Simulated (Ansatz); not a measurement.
Geometry optimisation, Ansatz 0.2.0, UKS PBE-D4/6-31G*.

The input (input.yaml):

```yaml
crystal:
  periodic: [false, false, false]
  atoms:
    - { symbol: Al, position_ang: [-1.1665, 0.3427, -0.124] }
    - { symbol: C, position_ang: [0.7092, -0.9308, -0.4569] }
    - { symbol: F, position_ang: [-1.8414, 0.5968, -1.5959] }
    - { symbol: F, position_ang: [-1.9719, -0.1923, 1.2058] }
    - { symbol: H, position_ang: [0.6761, 0.3541, 0.0857] }
    - { symbol: S, position_ang: [0.6652, 2.044, 0.7094] }
    - { symbol: H, position_ang: [1.7624, -1.1045, -0.2657] }
    - { symbol: H, position_ang: [0.1646, -1.7426, 0.0315] }
    - { symbol: H, position_ang: [0.5595, -0.9725, -1.535] }
    - { symbol: H, position_ang: [0.4428, 1.6051, 1.9453] }
magnetization:
  spin_polarized: true
basis:
  gaussian: { orbitals: "6-31G*" }
hamiltonian:
  xc: pbe
  dispersion: d4
relax:
  f_tol: 0.15
  max_steps: 25
  restrain:
    - { distance: [0, 5], at: 3.56, k: 30.0 }
    - { distance: [4, 1], at: 2.37, k: 30.0 }
    - { distance: [0, 1], at: 1.97, k: 30.0 }
    - { distance: [4, 5], at: 1.36, k: 30.0 }
```

Command:

```bash
$ ansatz run input.yaml --threads 2 --pin off --max-ram 3072MiB --backend cpu --events-out ev --progress --plain --runs-dir out
```

Where does it end, and by what steps?

The forces met the threshold. The restraints hold the end off the free minimum. After 11 steps the energy has fallen by 0.479 eV (the restraints' own energy left out); H7 moved furthest, 1.15 Å. Parted: Al1–H5, Al1–S6. Joined: H5–S6.

| step | energy less start (eV) | largest force component (eV/Å) | accepted |
| --- | --- | --- | --- |
| 0 | 0.0000 | 2.209 | yes |
| 1 | 0.6118 | 2.910 | yes |
| 2 | 0.8217 | 3.059 | yes |
| 3 | 0.7082 | 2.677 | yes |
| 4 | 0.1067 | 1.469 | yes |
| 5 | -0.2508 | 1.186 | yes |
| 6 | -0.3657 | 0.401 | yes |
| 7 | -0.4027 | 0.372 | yes |
| 8 | -0.4133 | 0.679 | yes |
| 9 | -0.4578 | 0.451 | yes |
| 10 | -0.4673 | 0.409 | yes |
| 11 | -0.4790 | 0.358 | yes |

```xyz
10
Properties=species:S:1:pos:R:3
Al -1.390 -0.243 -0.295
C 0.380 -1.079 -0.477
F -2.253 0.282 -1.620
F -2.172 -0.223 1.177
H 1.356 0.972 0.232
S 0.990 2.229 0.611
H 0.896 -1.131 0.497
H 0.272 -2.119 -0.832
H 1.016 -0.551 -1.209
H 0.904 1.864 1.916
```

Time of the run: 41 s on 2 threads of Arm Neoverse V1 (shared host), peak memory 0.18 GiB.
